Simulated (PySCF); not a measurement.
## Dipole response of Tc (technetium, neutral)

[Kr] 4d7, high-spin 4F determinant (an excited configuration). Computed with PySCF 2.14 in ANO-RCC-VTZP, with the spin-free X2C one-electron Hamiltonian (Gaussian nucleus). Coupled (time-dependent) response in atomic units; α is the mean over directions. The basis has no added diffuse functions, which lowers α and C₆.

```json
{"method": "M06-2X", "mean α (bohr³)": "39.42", "α xx, yy, zz": "39.79, 39.79, 38.67", "C₆ (like pair)": "222.0", "S(−4)": "4903"}
{"method": "M06", "mean α (bohr³)": "44.17", "α xx, yy, zz": "44.09, 44.09, 44.33", "C₆ (like pair)": "258.1", "S(−4)": "4626"}
```

S(−4) is the Cauchy moment in α(ω) = α(0) + S(−4) ω² + …

Spin-orbit coupling is absent.

α(iu) at M06:

```tsv
u (hartree)	α(iu) (bohr³)
0	44.17
0.0500	36.23
0.100	26.51
0.200	16.52
0.300	12.54
0.500	9.276
0.750	7.214
1.00	5.764
1.50	3.797
2.00	2.616
3.00	1.413
5.00	0.5878
```

The components differ because the open shell of this determinant is not spherical; for a pure term their mean is the scalar polarisability.
